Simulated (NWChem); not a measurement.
System: CH₅InO₃; SMILES C[O][In]([OH])[OH]

```xyz
10

In    -0.0001     0.3040    -0.0003
O      1.2581     1.8843    -0.0015
H      2.1731     1.5384    -0.0013
O     -1.9995     0.5872     0.0021
H     -2.1601     1.5522     0.0022
O      0.8169    -1.5466     0.0082
C      0.0034    -2.7027    -0.0053
H     -0.6072    -2.8086    -0.9339
H      0.6721    -3.5918     0.0471
H     -0.6970    -2.7707     0.8612
```
Atoms are numbered in this order, from 1.

Program: NWChem. Coordinates come from a PBE-D3(BJ)/def2-SVP optimisation. Not confirmed as a minimum by frequencies. def2 effective core potentials on In; no spin-orbit coupling.

**Question.** Taking PBE/def2-TZVPP as the yardstick, which of these has the fewest basis functions while keeping “dipole (D)” within 0.05 D of it: PBE/def2-TZVP; PBE/def2-SVPD; PBE/def2-SVP?

**Answer.** PBE/def2-TZVP.
```
level           basis functions  dipole (D)
--------------  ---------------  ----------
PBE/def2-SVP                107        0.19
PBE/def2-SVPD               161        0.35
PBE/def2-TZVP               204        0.31
PBE/def2-TZVPP              244        0.28
```

The yardstick is one finite set, not the basis-set limit.
